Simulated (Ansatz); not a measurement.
Consider the redistribution: `[NH2][Ti]([NH2])([NH2])[NH2]` + `FB(S)Cl` → `[NH2][Ti]([NH2])([NH2])[Cl]` + `NB(F)S`.

Isolated molecules relaxed with PBE0-D4/def2-TZVP in Ansatz; ΔE leaves out vibrations. CCSD(T)/CBS is the MP2 limit (def2-TZVPP, def2-QZVPP) plus CCSD(T) − MP2 in def2-TZVPP, frozen cores. This one scheme is used for every species. For Ti outer-core shells are correlated without core-valence functions, which leaves a few kJ/mol of doubt a bond. Scalar relativity is left out up to krypton. One conformer a species, not always the lowest.

```
             level  ΔE (eV)
SCS-MP2/def2-TZVPP    -1.45
      HF/CBS(def2)    -1.56
```

Q: What does CCSD(T)/CBS give? (An estimate is asked.)

A: Computed: -1.43 eV. The listed levels differ from it by -0.02, -0.13 eV.

Largest T1 diagnostic among the species: 0.025, so the coupled-cluster value is less sure than usual.

In def2-TZVPP, CCSD(T) changes the Hartree–Fock value by +0.14 eV (the triples alone add −0.01 eV) and MP2 by +0.10 eV. From PBE to PBE0 (25 % exact exchange), in def2-TZVPP and without D4, ΔE moves by −0.06 eV.
